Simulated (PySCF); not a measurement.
Ge(Br)(SH) (BrGeHS), SMILES [SH][Ge][Br] (connectivity only; charge and spin as stated), neutral, multiplicity 1.

Geometry optimised at r2SCAN-D4/def2-SVP. The values are those of a single conformer.

All values below come from TDDFT-PBE0/def2-SVPD (PySCF).

Vertical excitations. The molecule is in vacuum. State labels are in the subgroup Cs.

```csv
state,symmetry,energy (eV),λ (nm),f,main pairs
S1,A",3.45,359,0.009,HOMO→LUMO 99 %
S2,A',4.35,285,0.051,HOMO−1→LUMO 93 %
S3,A",4.57,271,0.004,HOMO−2→LUMO 99 %
S4,A',5.20,239,0.003,HOMO−3→LUMO 84 %
S5,A',5.66,219,0.125,HOMO→LUMO+1 82 %
S6,A",5.68,218,0.000,HOMO−4→LUMO 98 %
S7,A",5.95,208,0.010,HOMO−1→LUMO+1 98 %
S8,A',6.31,196,0.051,"HOMO→LUMO+3 54 %, HOMO→LUMO+2 31 %, HOMO−2→LUMO+1 10 %"
S9,A",6.37,195,0.004,HOMO−1→LUMO+2 86 %
S10,A',6.46,192,0.167,"HOMO→LUMO+2 43 %, HOMO→LUMO+3 43 %"
T1,A",2.52,491,0,HOMO→LUMO 95 %
T2,A',3.43,361,0,HOMO−1→LUMO 96 %
T3,A",4.30,288,0,HOMO−2→LUMO 96 %
T4,A',4.37,284,0,HOMO−3→LUMO 96 %
```
Triplets are in the Tamm–Dancoff approximation, which puts them higher than full response would, so one can lie above its singlet here.
